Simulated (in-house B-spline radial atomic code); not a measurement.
A run on Ba+ that did not converge. Method: scalar-relativistic (X2C) r2SCAN, spin-polarised, spherical fractional occupations, Fermi nucleus of rms radius 4.8378 fm; computed with a B-spline radial code for spherical atoms. In the input, 2p2,3 would mean two up and three down electrons.

Command:
```bash
python run_scf.py task.json out
```
Settings (nuclear radius in fm, mass in u):
```
Z                56
configuration    1s2 2s2 2p6 3s2 3p6 3d10 4s2 4p6 4d10 5s2 5p6 6s0,1
hamiltonian      x2c
method           r2scan
spin_polarised   True
nucleus          fermi
rms_radius       4.8378
atomic_mass      137.90525
speed_of_light   137.035999084
```

First and last ten iterations of the last attempt (damped for 15 steps, keeping 80 % of the old Fock matrix, then DIIS):
```
 iter        energy (Eh)    residual
    1       -8134.594340    1.25e-01
    2       -8134.603719    2.62e-03
    3       -8134.603804    1.79e-03
    4       -8134.603842    1.24e-03
    5       -8134.603859    8.70e-04
    6       -8134.603867    6.59e-04
    7       -8134.603871    5.68e-04
    8       -8134.603873    4.87e-04
    9       -8134.603874    4.17e-04
   10       -8134.603875    3.56e-04
  111       -8134.603877    2.63e-06
  112       -8134.603877    2.63e-06
  113       -8134.603877    1.09e-06
  114       -8134.603877    1.09e-06
  115       -8134.603877    1.09e-06
  116       -8134.603877    1.09e-06
  117       -8134.603877    1.09e-06
  118       -8134.603877    1.09e-06
  119       -8134.603877    1.09e-06
  120       -8134.603877    1.09e-06
 not converged after 120 iterations
```

The smallest residual met was 1.1e-06; the threshold is about 6e-07. Over the last five steps the energy moves by less than 1e-08 hartree, but the orbitals didn't meet the threshold. Run time, properties included: 5.6 s on 1 thread of Arm Neoverse N1, with other jobs on the host.
